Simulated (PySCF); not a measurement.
Calculation: PBE-D3(BJ)/def2-TZVP // PBE0-D3(BJ)/def2-TZVP (PySCF). All species are isolated molecules in the gas phase. One relaxed conformer stands for a flexible species; it need not be the lowest. 

Reference species (SMILES): `C=CC(C)C` (C–C–C–C torsion 118°) (neutral, multiplicity 1).

| Item | Result |
|---|---|
| HOMO–LUMO gap | 5.63 eV |
| HOMO | -6.26 eV |

Changed species: `CC1CCC1`.

Question: What does the change do to the HOMO–LUMO gap and HOMO?

Answer: the HOMO–LUMO gap rises by 1.89 eV, to 7.52 eV; the HOMO falls by 0.73 eV, to -6.99 eV.
